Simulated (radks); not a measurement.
Values are calculated unless marked as measured or tabulated.
Polarisability of the fluorine ion F6+, [He] 2s1, at imaginary frequency. Level of theory: scalar-relativistic Kohn-Sham, LDA (Slater exchange, VWN5 correlation), spin-polarised, spherical densities, finite nucleus; open shells are filled with parallel spins first; Fermi nuclear charge, rms radius 2.8976 fm (a radial shooting solver on a logarithmic mesh with Libxc functionals). Response by self-consistent Sternheimer equations with the Hartree and adiabatic LDA kernel, the relativistic mass of each level held fixed and spin-orbit coupling left out.

| w (hartree) | alpha1(iw) (bohr^3) | alpha2(iw) (bohr^5) |
|---|---|---|
| 0.00266 | 0.5909 | 0.08159 |
| 0.0143 | 0.5905 | 0.08159 |
| 0.0360 | 0.5885 | 0.08158 |
| 0.0697 | 0.5819 | 0.08156 |
| 0.118 | 0.5658 | 0.08152 |
| 0.186 | 0.5326 | 0.08142 |
| 0.280 | 0.4738 | 0.08120 |
| 0.413 | 0.3863 | 0.08075 |
| 0.605 | 0.2810 | 0.07982 |
| 0.892 | 0.1812 | 0.07783 |
| 1.35 | 0.1061 | 0.07352 |
| 2.12 | 0.05880 | 0.06418 |
| 3.59 | 0.03100 | 0.04593 |
| 6.94 | 0.01366 | 0.02105 |
| 17.5 | 0.003926 | 0.004319 |

Static values: alpha1 = 0.5909 bohr^3 (0.08756 angstrom^3; uncoupled 0.6926), alpha2 = 0.08159 bohr^5, alpha3 = 0.07298 bohr^7. C6 = 0.1565, C8 = 0.2054, triple-dipole C9 = 0.06672 atomic units. One-pole (London) frequency 4 C6 / (3 alpha1^2) = 0.598 hartree, against 6.358 for minus the highest occupied eigenvalue.
